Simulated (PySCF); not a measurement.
Run record: excited-state job, `OC(=O)C(F)(F)F`.

Computed with TDDFT wB97X-D/def2-SVPD, vertical, gas phase, core orbitals frozen in the response (PySCF 2.14.0, density-fitted response routines). Geometry: GFN2-xTB. A driver script takes a list of jobs; this job's settings line and coordinates (Å) are shown.

Input:
```
{"job": {"kind": "uv", "xc": "wB97X-D", "basis": "def2-SVPD", "nstates": 8, "ntriplets": 3}, "charge": 0, "multiplicity": 1}
O      0.858191     1.288407    -0.852249
C      0.551921     0.323071    -0.226779
O      1.363061    -0.563207     0.312051
C     -0.925238    -0.075287     0.075966
F     -1.781700     0.791506    -0.455146
F     -1.206610    -1.284746    -0.418859
F     -1.149622    -0.117318     1.393097
H      2.299054    -0.353014     0.147353
```

Problem. Estimate the output.

Solution. 
```
coarse grid: 8224 points
cycle   1  E = -525.8851482095  dE =  1.475e+00  |g| = 1.293e+00  |ddm| = 3.339e+00
cycle   2  E = -525.6496570102  dE =  2.355e-01  |g| = 1.816e+00  |ddm| = 2.468e+00
cycle   3  E = -526.1986043389  dE = -5.489e-01  |g| = 1.909e-01  |ddm| = 1.496e+00
cycle   4  E = -526.2039198961  dE = -5.316e-03  |g| = 9.275e-02  |ddm| = 2.245e-01
cycle   5  E = -526.2054273468  dE = -1.507e-03  |g| = 1.143e-02  |ddm| = 8.450e-02
cycle   6  E = -526.2054590921  dE = -3.175e-05  |g| = 3.183e-03  |ddm| = 2.132e-02
cycle   7  E = -526.2054623660  dE = -3.274e-06  |g| = 1.058e-03  |ddm| = 7.254e-03
final grid: 85016 points
cycle   8  E = -526.2826914973  dE = -1.202e-04  |g| = 8.268e-03  |ddm| = 1.420e-01
cycle   9  E = -526.2826946797  dE = -3.182e-06  |g| = 8.307e-03  |ddm| = 2.079e-02
cycle  10  E = -526.2827048176  dE = -1.014e-05  |g| = 6.496e-04  |ddm| = 5.794e-03
cycle  11  E = -526.2827049344  dE = -1.168e-07  |g| = 3.353e-04  |ddm| = 1.816e-03
cycle  12  E = -526.2827049636  dE = -2.916e-08  |g| = 7.659e-05  |ddm| = 6.803e-04
cycle  13  E = -526.2827049647  dE = -1.175e-09  |g| = 4.967e-05  |ddm| = 1.513e-04
cycle  14  E = -526.2827049654  dE = -6.240e-10  |g| = 1.103e-05  |ddm| = 8.241e-05
converged SCF energy = -526.2827049654

Static polarisability (au): isotropic 35.339, principal 28.931 38.146 38.941

Singlet excitations
state   eV       nm        f      main configurations
  1   5.7505    215.6   0.00057   H->L 0.98
  2   8.3122    149.2   0.05859   H->L+1 0.51, H-1->L 0.44
  3   8.8787    139.6   0.17593   H-1->L 0.48, H->L+1 0.42
  4   8.8885    139.5   0.00294   H-2->L 0.93
  5   9.2479    134.1   0.00217   H-1->L+1 0.94
  6   9.8990    125.2   0.00624   H->L+2 0.65, H->L+3 0.21
  7  10.1288    122.4   0.00336   H-3->L 0.99
  8  10.5613    117.4   0.00155   H-5->L 0.81, H-6->L 0.12

Triplet excitations (Tamm-Dancoff, eV): 5.2246 6.0969 8.2522
```

The SCF starts on a coarse grid where the log names one; the energy can jump when the final grid takes over, and dE then counts from the start density on the new grid. H and L stand for HOMO and LUMO; the number after each pair is its weight.

Problem. Which computed singlet has the largest oscillator strength, and what do all of them sum to?

Solution. State 3 at 8.88 eV (140 nm), f = 0.176; the 8 states sum to 0.251.

Summary of the converged run: HOMO -11.35 eV, LUMO 0.60 eV; lowest singlet 5.75 eV; lowest triplet 5.22 eV (Tamm–Dancoff); mean polarisability 35.3 au.

Problem. How long does this job take on an x86-64 server with one thread, on a shared host?

Solution. About 18 s.

One conformer stands for the species.
Labels such as C1 count atoms from 1, the log's own numbers from 0.

The pairwise dispersion term of wB97X-D wasn't added to the energies; at a given geometry it leaves orbitals and properties as they are.
